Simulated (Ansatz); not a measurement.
Here is a job for Ansatz (an electronic-structure program).
Ansatz 0.2 input:
```yaml
crystal:
  periodic: [false, false, false]
  atoms:
    - {symbol: B, position_ang: [-0.77307193, 0.03810398, -0.00610888]}
    - {symbol: N, position_ang: [0.60276472, -0.02970970, 0.00476310]}
    - {symbol: H, position_ang: [-1.38946287, -0.95786383, -0.02622734]}
    - {symbol: H, position_ang: [-1.28877919, 1.08987185, 0.00506365]}
    - {symbol: H, position_ang: [1.35329895, 0.97988817, 0.02624229]}
    - {symbol: H, position_ang: [1.12105659, -0.89252861, -0.00358004]}
basis:
  gaussian:
    orbitals: 3-21G.json
hamiltonian:
  xc: b3lyp
scf: {lower_state_search: off}
magnetization: {spin_polarized: true}
```
The basis file holds 3-21G in the JSON format of the Basis Set Exchange.

Q: Estimate the number of basis functions that B3LYP/3-21G (Ansatz) returns for this input.

A: 26

Q: What total energy does B3LYP/3-21G give?

A: -81.5640 Eh
